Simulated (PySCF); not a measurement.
**Nuclear quadrupole coupling in `F/C=C/O[SiH2]C[SiH3]`**

Species: C₃H₉FOSi₂.
Z-matrix (Å and degrees, GFN2-xTB geometry), rows numbered from 1:
```
F 
C   1  1.3477
C   2  1.3233  1  120.60
O   3  1.3341  2  125.49  1   179.75
Si  4  1.6392  3  133.08  2     5.22
C   5  1.8988  4  112.74  3    58.71
Si  6  1.9042  5  115.07  4    40.28
H   2  1.0777  1  113.05  3   179.69
H   3  1.0839  2  120.78  1     0.02
H   5  1.4555  4   97.58  3   177.75
H   5  1.4675  4  109.77  3   -64.39
H   6  1.0910  5  110.02  4   -82.43
H   6  1.0896  5  108.50  4   162.52
H   7  1.4635  6  109.92  5    60.75
H   7  1.4648  6  109.70  5   -60.61
H   7  1.4671  6  108.75  5  -179.68
```

Field gradients from the PBE0/pcSseg-1 density (PySCF, non-relativistic), principal values in atomic units, ordered |Vxx| ≤ |Vyy| ≤ |Vzz|:

| atom | Vxx | Vyy | Vzz |
| --- | --- | --- | --- |
| O4 | -0.7165 | -0.9209 | 1.6374 |

Question: Find the asymmetry η = (Vxx − Vyy)/Vzz and the couplings χ = eQV/h (234.96 MHz × Q in barn × V in au), with Q(17O) = −0.0256 b.

Answer: 
| atom | environment | nucleus | η | χzz (MHz) | χxx (MHz) | χyy (MHz) |
| --- | --- | --- | --- | --- | --- | --- |
| O4 | silyl ether oxygen | 17O | 0.12 | -9.85 | 4.31 | 5.54 |

Question: What is Vzz at O4 in SI units (1 au = 9.71736 × 10²¹ V/m²)?

Answer: 1.6374 au = 15.911 × 10²¹ V/m².

Question: And the gradient at the other heavy atoms, for which no coupling is worked out here?

Answer: 
```json
{"atom": "F1", "environment": "vinyl fluorine", "Vzz (au)": "3.070", "η": "0.06"}
{"atom": "C2", "environment": "vinylic C–F carbon", "Vzz (au)": "0.457", "η": "0.51"}
{"atom": "C3", "environment": "vinylic carbon bearing oxygen", "Vzz (au)": "-0.318", "η": "0.47"}
{"atom": "Si5", "environment": "oxygen-bound silicon", "Vzz (au)": "0.588", "η": "0.34"}
{"atom": "C6", "environment": "sp3 carbon bound to silicon", "Vzz (au)": "0.053", "η": "0.59"}
{"atom": "Si7", "environment": "SiH3 silicon", "Vzz (au)": "0.176", "η": "0.22"}
```

Question: What couplings would deuterons (Q(2H) = 0.00286 b) have in place of the hydrogens, at this geometry?

Answer: 
```tsv
atom	bonded to	bond length (Å)	Vzz (au)	η	χzz (kHz)
H8	C2	1.078	0.3278	0.15	220
H9	C3	1.084	0.3145	0.10	211
H10	Si5	1.456	0.1656	0.01	111
H11	Si5	1.468	0.1562	0.03	105
H12	C6	1.091	0.3190	0.01	214
H13	C6	1.090	0.3219	0.01	216
H14	Si7	1.464	0.1626	0.02	109
H15	Si7	1.465	0.1608	0.02	108
H16	Si7	1.467	0.1602	0.01	108
```

The structure is a single GFN2-xTB conformer in the gas phase; no vibrational or solvent corrections. GFN2-xTB bond lengths can be off by several hundredths of an ångström, more for odd bonds, and the gradients follow them. These gradients aren't converged with respect to the basis.
